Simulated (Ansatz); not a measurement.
Abridged output of a molecular run in Ansatz:

```
Functional definition: HF
1436 factors; integrals over basis functions are off by at most 1.5e-3 eV
mean field evaluation 1: about -80527.3689 eV, gradient 3.1e1 eV
mean field evaluation 2: about -80527.3736 eV, gradient 3.1e1 eV
mean field evaluation 4: about -80530.3065 eV, gradient 4.2e0 eV
mean field evaluation 8: about -80530.3492 eV, gradient 1.5e-4 eV
mean field -80530.34919281 eV, -2959.4357474046 hartree, gradient 1.8e-6 eV, S^2 0.000000; 0 other end points of the search recorded, 0 dependent functions left out
22 core orbitals not correlated: weight in the atoms' cores, before any rotation towards them, 1.000 or more for the frozen orbitals, at most 0.000 for the correlated occupied ones
reference -80530.34919281 eV, -2959.4357474046 hartree; 23, 23 occupied and 100, 100 virtual orbitals, 1436 factors
second order -24.62416805 eV of doubles, -0.00000000 eV of singles
cycle   1  -25.32898792 eV  change   -7.0e-1 eV  update   1.1e-1
cycle   2  -25.97796755 eV  change   -6.5e-1 eV  update   3.1e-2
cycle   3  -26.08825891 eV  change   -1.1e-1 eV  update   1.5e-2
cycle   4  -26.08644572 eV  change    1.8e-3 eV  update   3.3e-3
cycle   5  -26.08496871 eV  change    1.5e-3 eV  update   1.1e-3
cycle   6  -26.08472199 eV  change    2.5e-4 eV  update   3.6e-4
cycle   7  -26.08460012 eV  change    1.2e-4 eV  update   1.1e-4
cycle   8  -26.08462243 eV  change   -2.2e-5 eV  update   3.9e-5
perturbative correction -0.75973779 eV, -0.0279198489 hartree
Total energy: -80557.19355304 eV, -2960.4222594471 hartree
```

Its atoms:

Cartesian coordinates in Å:
```
C -1.071 -0.973 0.391
C -0.125 0.220 0.351
C -0.465 1.206 -0.759
Ga 1.757 -0.355 0.253
Cl 2.446 -2.240 1.007
Cl 3.306 0.856 -0.601
H -1.052 -1.533 -0.548
H -2.101 -0.635 0.545
H -0.825 -1.671 1.194
H -0.180 0.744 1.315
H -0.422 0.732 -1.744
H 0.214 2.061 -0.777
H -1.483 1.587 -0.628
```

Problem. Which basis set was used?
A. def2-SVPD
B. def2-QZVPP
C. cc-pV(T+d)Z
D. def2-SVP

Solution. D. It gives 145 functions.

Problem. Write the keys of the input that set method, charge and spin (a neutral closed shell needs none for the last two).

Solution. 
```yaml
correlation: {method: ccsd_t}
```
